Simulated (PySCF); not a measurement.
The second ionisation energy along the noble gases

Calculated with PySCF 2.14 from differences of total energies of unrestricted determinants, without spin-orbit coupling. Values in eV. The last column holds reference values (NIST; (s) semi-empirical, (t) theoretical, else measured). Unmarked ones compare directly (S terms, centres of terms, or small fine structure); those marked * lie between the lowest fine-structure levels and include a spin-orbit shift.

```json
{"element": "He (aug-cc-pVDZ-DK, spin-free X2C)", "configurations": "1s1 → no electrons", "UHF": "54.272", "LDA": "52.704", "PBE": "54.118", "PBE0": "54.197", "r2SCAN": "54.289", "reference": "54.418 (t)"}
{"element": "Ne (aug-cc-pVDZ-DK, spin-free X2C)", "configurations": "[He] 2s2 2p5 → [He] 2s2 2p4", "UHF": "39.300", "LDA": "41.497", "PBE": "41.200", "PBE0": "41.058", "r2SCAN": "41.190", "reference": "40.963 *"}
{"element": "Ar (aug-cc-pVDZ-DK, spin-free X2C)", "configurations": "[Ne] 3s2 3p5 → [Ne] 3s2 3p4", "UHF": "26.384", "LDA": "27.831", "PBE": "27.606", "PBE0": "27.616", "r2SCAN": "27.688", "reference": "27.630 *"}
{"element": "Kr (aug-cc-pVDZ-DK, spin-free X2C)", "configurations": "[Ar] 3d10 4s2 4p5 → [Ar] 3d10 4s2 4p4", "UHF": "23.276", "LDA": "24.655", "PBE": "24.348", "PBE0": "24.383", "r2SCAN": "24.466", "reference": "24.360 *"}
```

For a one-electron ion UHF is exact up to the basis, with infinite nuclear mass and no QED.
